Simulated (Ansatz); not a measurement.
Basis-set extrapolation for F₃HSSi (`F[Si](F)(F)S`) (PBE0-D4/def2-TZVP geometry, frozen core, Ansatz). Multiplicity 1, RHF reference.

```csv
,def2-TZVPP,def2-QZVPP
HF,-985.778665,-985.814395
MP2 correlation,-1.032139,-1.131300
CCSD(T) correlation,-1.085242,not run
```

Energies in hartree. Use E(X) = E(∞) + A·exp(−7.88·√X) for Hartree–Fock and E(X) = E(∞) + B·X^(−2.97) for correlation, with X = 3 and 4, and add CCSD(T) minus MP2 of the smaller set to the MP2 limit.

Question: What is the CCSD(T) energy at the basis-set limit?

Answer: HF limit: -985.814395 + (-0.035730) × 0.13774 = -985.81932. MP2 limit: -1.131300 + (-0.099161) × 0.74074 = -1.20475. Higher-order term: -1.085242 − (-1.032139) = -0.05310. Total: -987.07717 hartree, 5.80 eV below CCSD(T)/def2-TZVPP.
